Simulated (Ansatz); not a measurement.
Cl2OSe (`O=[Se](Cl)Cl`), charge 0, multiplicity 1.

**Question.** Give a relaxed structure at PBE0-D4/def2-TZVP (the Gaussian-basis code of Ansatz). (Best estimate.)

**Answer.** Ansatz gave: 
```xyz
4

O    -1.225    1.067   -0.157
Se   -0.560   -0.369    0.005
Cl    0.974   -0.496   -1.564
Cl    0.811   -0.202    1.715
```
Point group Cs.
